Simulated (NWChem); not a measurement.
Program: NWChem. System: H$_{8}$Si$_{3}$, charge 0, spin multiplicity 1, displaced from the optimised geometry. Level: BP86/def2-SVP.

Output (cleaned and shortened):

```
             Northwest Computational Chemistry Package (NWChem) 7.3.0
             --------------------------------------------------------

                                NWChem Input Module
                                -------------------

 Scaling coordinates for geometry "geometry" by  1.889725989
 (inverse scale =  0.529177249)

 Turning off AUTOSYM since
 SYMMETRY directive was detected!

                             Geometry "geometry" -> ""
                             -------------------------

 Output coordinates in angstroms (scale by  1.889725989 to convert to a.u.)

  No.       Tag          Charge          X              Y              Z
 ---- ---------------- ---------- -------------- -------------- --------------
    1 Si                  14.0000     0.09013100    -1.99036900     0.43147200
    2 Si                  14.0000     0.00000000     0.00000000    -0.91748300
    3 Si                  14.0000    -0.09013100     1.99036900     0.43147200
    4 H                    1.0000     0.13981700    -3.23551600    -0.44388400
    5 H                    1.0000     1.32995000    -1.96514800     1.31571900
    6 H                    1.0000    -1.14021100    -2.07079300     1.32561200
    7 H                    1.0000    -1.23194400    -0.05560400    -1.81566700
    8 H                    1.0000     1.23194400     0.05560400    -1.81566700
    9 H                    1.0000     1.14021100     2.07079300     1.32561200
   10 H                    1.0000    -1.32995000     1.96514800     1.31571900
   11 H                    1.0000    -0.13981700     3.23551600    -0.44388400

 Effective nuclear repulsion energy (a.u.)     187.6329798843

            Nuclear Dipole moment (a.u.)
            ----------------------------
        X                 Y               Z
 ---------------- ---------------- ----------------
    -0.0000000000     0.0000000000     0.0000264562

      Symmetry information
      --------------------

 Group name             C2
 Group number              4
 Group order               2
 No. of unique centers     6

      Symmetry unique atoms

     1    2    4    5    6    7


 Summary of "ao basis" -> "" (spherical)
 ------------------------------------------------------------------------------
       Tag                 Description            Shells   Functions and Types
 ---------------- ------------------------------  ------  ---------------------
 *                          def2-svp                  on all atoms

  perdew86 is a nonlocal functional; adding perdew81 local functional.

                                 NWChem DFT Module
                                 -----------------

 Summary of "ao basis" -> "ao basis" (spherical)
 ------------------------------------------------------------------------------
       Tag                 Description            Shells   Functions and Types
 ---------------- ------------------------------  ------  ---------------------
 Si                         def2-svp                 8       18   4s3p1d
 H                          def2-svp                 3        5   2s1p

 Summary of "ao basis" -> "ao basis" (spherical)
 ------------------------------------------------------------------------------
       Tag                 Description            Shells   Functions and Types
 ---------------- ------------------------------  ------  ---------------------
 Si                         def2-svp                 8       18   4s3p1d
 H                          def2-svp                 3        5   2s1p

      Symmetry analysis of basis
      --------------------------

        a          48
        b          46

            General Information
            -------------------
          SCF calculation type: DFT
          Wavefunction type:  closed shell.
          No. of atoms     :    11
          No. of electrons :    50
           Alpha electrons :    25
            Beta electrons :    25
          Charge           :     0
          Spin multiplicity:     1
          Use of symmetry is: on ; symmetry adaption is: on
          Maximum number of iterations: 100
          AO basis - number of functions:    94
                     number of shells:    48
          Convergence on energy requested:  1.00D-06
[...]
     9     -0.207975   1 Si py               45     -0.207975   3 Si py
    12     -0.187360   1 Si py               48     -0.187360   3 Si py
    24     -0.160469   2 Si py               55      0.139005   4 H  s
    90     -0.139005  11 H  s                 6      0.112895   1 Si py

 Vector   26  Occ=0.000000D+00  E=-3.896390D-02  Symmetry=a
              MO Center=  6.8D-15,  1.4D-13, -1.2D-01, r^2= 6.5D+00
   Bfn.  Coefficient  Atom+Function         Bfn.  Coefficient  Atom+Function
  ----- ------------  ---------------      ----- ------------  ---------------
    13      0.644583   1 Si pz               49      0.644583   3 Si pz
    56      0.559971   4 H  s                91      0.559971  11 H  s
    31      0.519924   2 Si pz               22      0.334475   2 Si s
     4     -0.303010   1 Si s                40     -0.303010   3 Si s
     3     -0.276242   1 Si s                39     -0.276242   3 Si s

 Vector   27  Occ=0.000000D+00  E=-2.808414D-02  Symmetry=b
              MO Center= -3.2D-14,  4.3D-13, -3.3D-01, r^2= 5.2D+00
   Bfn.  Coefficient  Atom+Function         Bfn.  Coefficient  Atom+Function
  ----- ------------  ---------------      ----- ------------  ---------------
    29      0.832406   2 Si px               71      0.635070   7 H  s
    76     -0.635070   8 H  s                11      0.402697   1 Si px
    47      0.402697   3 Si px               61     -0.345579   5 H  s
    86      0.345579  10 H  s                66      0.343745   6 H  s
    81     -0.343745   9 H  s                70      0.190010   7 H  s

 Vector   28  Occ=0.000000D+00  E=-1.263385D-02  Symmetry=b
              MO Center= -5.8D-14,  1.2D-12, -1.9D-01, r^2= 5.8D+00
   Bfn.  Coefficient  Atom+Function         Bfn.  Coefficient  Atom+Function
  ----- ------------  ---------------      ----- ------------  ---------------
    30      1.054049   2 Si py               12      0.614123   1 Si py
    48      0.614123   3 Si py                4      0.593747   1 Si s
    40     -0.593747   3 Si s                 3      0.385305   1 Si s
    39     -0.385305   3 Si s                66     -0.317184   6 H  s
    81      0.317184   9 H  s                61     -0.312366   5 H  s

 center of mass
 --------------
 x =   0.00000000 y =   0.00000000 z =  -0.01553587

 moments of inertia (a.u.)
 ------------------
        1097.152468868084          40.425573828956           0.000000000000
          40.425573828956         206.311243016169           0.000000000000
           0.000000000000           0.000000000000         960.396971634918

     Multipole analysis of the density
     ---------------------------------

     L   x y z        total         alpha         beta         nuclear
     -   - - -        -----         -----         ----         -------
     0   0 0 0     -0.000000    -25.000000    -25.000000     50.000000

     1   1 0 0     -0.000000     -0.000000     -0.000000     -0.000000
     1   0 1 0     -0.000000     -0.000000     -0.000000      0.000000
     1   0 0 1     -0.010049     -0.005038     -0.005038      0.000026

     2   2 0 0    -34.446997    -34.078255    -34.078255     33.709514
     2   1 1 0      0.028566     11.255286     11.255286    -22.482007
     2   1 0 1     -0.000000     -0.000000     -0.000000     -0.000000
     2   0 2 0    -35.067642   -282.091151   -282.091151    529.114661
     2   0 1 1     -0.000000     -0.000000     -0.000000      0.000000
     2   0 0 2    -34.908773    -72.737397    -72.737397    110.566021

            General Information
            -------------------
          SCF calculation type: DFT
          Wavefunction type:  closed shell.
          No. of atoms     :    11
          No. of electrons :    50
           Alpha electrons :    25
            Beta electrons :    25
          Charge           :     0
          Spin multiplicity:     1
          Use of symmetry is: on ; symmetry adaption is: on
          Maximum number of iterations: 100
          AO basis - number of functions:    94
                     number of shells:    48
          Convergence on energy requested:  1.00D-06
          Convergence on density requested:  1.00D-05
          Convergence on gradient requested:  5.00D-04

              XC Information
              --------------
                    Becke 1988 Exchange Functional  1.000
                Perdew 1981 Correlation Functional  1.000 local
                Perdew 1986 Correlation Functional  1.000 non-local

             Grid Information
             ----------------
          Grid used for XC integration:  xfine
          Radial quadrature: Mura-Knowles
          Angular quadrature: Lebedev.
          Tag              B.-S. Rad. Rad. Pts. Rad. Cut. Ang. Pts.
          ---              ---------- --------- --------- ---------
          Si                  1.10      125          13.0      1454
          H                   0.35      100          15.0      1202
          Grid pruning is: on
          Number of quadrature shells:   650
          Spatial weights used:  Erf1

          Convergence Information
          -----------------------
          Convergence aids based upon iterative change in
          total energy or number of iterations.
          Levelshifting, if invoked, occurs when the
          HOMO/LUMO gap drops below (HL_TOL):  1.00D-02
          DIIS, if invoked, will attempt to extrapolate
          using up to (NFOCK): 10 stored Fock matrices.

                    Damping( 0%)  Levelshifting(0.5)       DIIS
                  --------------- ------------------- ---------------
          dE  on:    start            ASAP                start
          dE off:    2 iters        100 iters           100 iters

      Screening Tolerance Information
      -------------------------------
          Density screening/tol_rho:  1.00D-10
          AO Gaussian exp screening on grid/accAOfunc:  14
          CD Gaussian exp screening on grid/accCDfunc:  20
          XC Gaussian exp screening on grid/accXCfunc:  20
          Schwarz screening/accCoul:  1.00D-08

                            NWChem DFT Gradient Module
                            --------------------------

  charge          =   0.00
  wavefunction    = closed shell

  Using symmetry

                         DFT ENERGY GRADIENTS

    atom               coordinates                        gradient
                 x          y          z           x          y          z
   1 Si      0.170323  -3.761252   0.815364    0.000090  -0.001990   0.000787
   2 Si      0.000000   0.000000  -1.733791    0.000000   0.000000  -0.002300
   3 Si     -0.170323   3.761252   0.815364   -0.000090   0.001990   0.000787
   4 H       0.264216  -6.114239  -0.838819    0.000186  -0.004726  -0.003201
   5 H       2.513241  -3.713591   2.486348    0.004707   0.000074   0.003415
   6 H      -2.154686  -3.913231   2.505043   -0.004666  -0.000324   0.003457
   7 H      -2.328037  -0.105076  -3.431113   -0.004539  -0.000207  -0.003307
   8 H       2.328037   0.105076  -3.431113    0.004539   0.000207  -0.003307
   9 H       2.154686   3.913231   2.505043    0.004666   0.000324   0.003457
  10 H      -2.513241   3.713591   2.486348   -0.004707  -0.000074   0.003415
  11 H      -0.264216   6.114239  -0.838819   -0.000186   0.004726  -0.003201

                 ----------------------------------------
                 |  Time  |  1-e(secs)   |  2-e(secs)   |
                 ----------------------------------------
                 |  CPU   |       0.00   |       0.39   |
                 ----------------------------------------
                 |  WALL  |       0.00   |       0.39   |
                 ----------------------------------------

 Task  times  cpu:        6.3s     wall:        6.3s

 Total times  cpu:        6.3s     wall:        6.3s
```

Problem. Write an NWChem input that would produce this output.

Solution. Several could match; the one computed here: 
```
start mol
memory heap 200 mb stack 900 mb global 1100 mb
geometry units angstroms nocenter noautoz
  Si     0.090131    -1.990369     0.431472
  Si     0.000000     0.000000    -0.917483
  Si    -0.090131     1.990369     0.431472
  H      0.139817    -3.235516    -0.443884
  H      1.329950    -1.965148     1.315719
  H     -1.140211    -2.070793     1.325612
  H     -1.231944    -0.055604    -1.815667
  H      1.231944     0.055604    -1.815667
  H      1.140211     2.070793     1.325612
  H     -1.329950     1.965148     1.315719
  H     -0.139817     3.235516    -0.443884
  symmetry group C2
end
basis spherical
  * library def2-svp
end
dft
  xc becke88 perdew86
  semidirect memsize 60000000 filesize 0
  iterations 100
  grid xfine
end
task dft gradient
```
